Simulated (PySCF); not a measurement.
Species: 2-tert-butylfuran, C8H12O.
Bonds: C1–C2, C2–C3, C2–C4, C2–C5, C5–C6 (aromatic), C6–C7 (aromatic), C7–C8 (aromatic), C8–O9 (aromatic), C5–O9 (aromatic). Hydrogens: H10, H11, H12 on C1; H13, H14, H15 on C3; H16, H17, H18 on C4; H19 on C6; H20 on C7; H21 on C8.

The same species was optimised twice, with GFN2-xTB and with PBE0-D3(BJ)/def2-SVP (PySCF), and the same property calculations (PySCF, gas phase) were run on both structures.

```json
{"coordinate": "C6–C7 (Å)", "GFN2-xTB": "1.418", "PBE0-D3(BJ)/def2-SVP": "1.432", "change": "+0.014"}
{"coordinate": "C8–O9 (Å)", "GFN2-xTB": "1.344", "PBE0-D3(BJ)/def2-SVP": "1.350", "change": "+0.006"}
{"coordinate": "C5–O9 (Å)", "GFN2-xTB": "1.351", "PBE0-D3(BJ)/def2-SVP": "1.355", "change": "+0.004"}
{"coordinate": "C7–C8 (Å)", "GFN2-xTB": "1.358", "PBE0-D3(BJ)/def2-SVP": "1.361", "change": "+0.003"}
{"coordinate": "C5–C6 (Å)", "GFN2-xTB": "1.364", "PBE0-D3(BJ)/def2-SVP": "1.367", "change": "+0.003"}
{"coordinate": "C2–C5 (Å)", "GFN2-xTB": "1.503", "PBE0-D3(BJ)/def2-SVP": "1.501", "change": "-0.002"}
{"coordinate": "C1–C2 (Å)", "GFN2-xTB": "1.534", "PBE0-D3(BJ)/def2-SVP": "1.535", "change": "+0.001"}
{"coordinate": "C2–C4 (Å)", "GFN2-xTB": "1.534", "PBE0-D3(BJ)/def2-SVP": "1.535", "change": "+0.001"}
{"coordinate": "C2–C3 (Å)", "GFN2-xTB": "1.528", "PBE0-D3(BJ)/def2-SVP": "1.528", "change": "0.000"}
{"coordinate": "C2–C5–C6 (°)", "GFN2-xTB": "132.7", "PBE0-D3(BJ)/def2-SVP": "134.1", "change": "+1.4"}
{"coordinate": "C2–C5–O9 (°)", "GFN2-xTB": "117.7", "PBE0-D3(BJ)/def2-SVP": "116.5", "change": "-1.2"}
{"coordinate": "C3–C2–C5 (°)", "GFN2-xTB": "110.2", "PBE0-D3(BJ)/def2-SVP": "109.3", "change": "-0.9"}
{"coordinate": "C5–O9–C8 (°)", "GFN2-xTB": "107.5", "PBE0-D3(BJ)/def2-SVP": "108.2", "change": "+0.7"}
{"coordinate": "C1–C2–C5 (°)", "GFN2-xTB": "108.7", "PBE0-D3(BJ)/def2-SVP": "109.1", "change": "+0.4"}
{"coordinate": "C4–C2–C5 (°)", "GFN2-xTB": "108.7", "PBE0-D3(BJ)/def2-SVP": "109.1", "change": "+0.4"}
{"coordinate": "C7–C8–O9 (°)", "GFN2-xTB": "110.6", "PBE0-D3(BJ)/def2-SVP": "110.1", "change": "-0.5"}
{"coordinate": "C6–C5–O9 (°)", "GFN2-xTB": "109.6", "PBE0-D3(BJ)/def2-SVP": "109.3", "change": "-0.3"}
{"coordinate": "C1–C2–C5–C6 (°)", "GFN2-xTB": "120", "PBE0-D3(BJ)/def2-SVP": "120", "change": "0"}
```

Rotational constants: A = 3092, B = 1254, C = 1108 MHz (GFN2-xTB) against A = 3077, B = 1248, C = 1102 MHz (PBE0-D3(BJ)/def2-SVP). Point groups within 0.08 Å: Cs and Cs. Atoms that the bonding makes alike are paired by their places after alignment.

On the GFN2-xTB structure: HOMO (eV) -6.30 [PBE0/pcSseg-1]; LUMO (eV) 0.51 [PBE0/pcSseg-1]; dipole (D) 0.49 [PBE0/pcSseg-1]; GIAO shielding of C1/C3/C4 (mean) (ppm) 156.3 [PBE0/pcSseg-1]; GIAO shielding of C2 (ppm) 151.3 [PBE0/pcSseg-1]; GIAO shielding of C5 (ppm) 17.2 [PBE0/pcSseg-1]; GIAO shielding of C6 (ppm) 77.8 [PBE0/pcSseg-1]; GIAO shielding of C7 (ppm) 70.0 [PBE0/pcSseg-1]; GIAO shielding of C8 (ppm) 41.5 [PBE0/pcSseg-1]; GIAO shielding of O9 (ppm) 35.2 [PBE0/pcSseg-1].

Question: What do these properties become on the PBE0-D3(BJ)/def2-SVP structure?

Answer: 
```tsv
property	level	on GFN2-xTB	on PBE0-D3(BJ)/def2-SVP	change
HOMO (eV)	PBE0/pcSseg-1	-6.30	-6.33	-0.03
LUMO (eV)	PBE0/pcSseg-1	0.51	0.48	-0.03
dipole (D)	PBE0/pcSseg-1	0.49	0.44	-0.05
energy, GFN2-xTB geometry as zero (kcal/mol)	PBE0/pcSseg-1	0.0	-0.6	-0.6
GIAO shielding of C1/C3/C4 (mean) (ppm)	PBE0/pcSseg-1	156.3	154.0	-2.3
GIAO shielding of C2 (ppm)	PBE0/pcSseg-1	151.3	151.1	-0.2
GIAO shielding of C5 (ppm)	PBE0/pcSseg-1	17.2	16.7	-0.5
GIAO shielding of C6 (ppm)	PBE0/pcSseg-1	77.8	76.5	-1.3
GIAO shielding of C7 (ppm)	PBE0/pcSseg-1	70.0	68.7	-1.3
GIAO shielding of C8 (ppm)	PBE0/pcSseg-1	41.5	39.8	-1.7
GIAO shielding of O9 (ppm)	PBE0/pcSseg-1	35.2	29.6	-5.6
```

The heavy atoms differ by 0.012 Å rms after alignment (one structure mirrored). Among bonds between heavy atoms C6–C7 changes most (+0.014 Å). Changes are differences of the printed values. Neither structure is proved a minimum here.

The values belong to the conformer `[CH3:1][C:2]([CH3:3])([CH3:4])[c:5]1[cH:6][cH:7][cH:8][o:9]1`: C1–C2–C5–C6 120°.
